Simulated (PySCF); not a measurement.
A structure optimised at PBE-D3(BJ)/def2-SVP, used in a PySCF frequency run:

```
O
C 1 1.4050
H 2 1.1127 1 110.31
H 2 1.1127 3 107.45 1 120.29
H 2 1.1140 3 107.82 4 115.98
Al 1 1.6997 2 138.01 3 -120.73
Cl 6 2.1157 1 120.96 2 0.00
Se 6 2.3090 1 116.86 2 180.00
H 8 1.4861 6 90.02 1 180.00
```
Charge 0, spin multiplicity 1.

Task: Write its SMILES, formula and point group.

Result: C[O][Al]([Cl])[SeH], CH4AlClOSe, Cs

Task: What are its rotational constants (standard atomic weights)?

Result: 2.3158, 1.0201, 0.71138 GHz
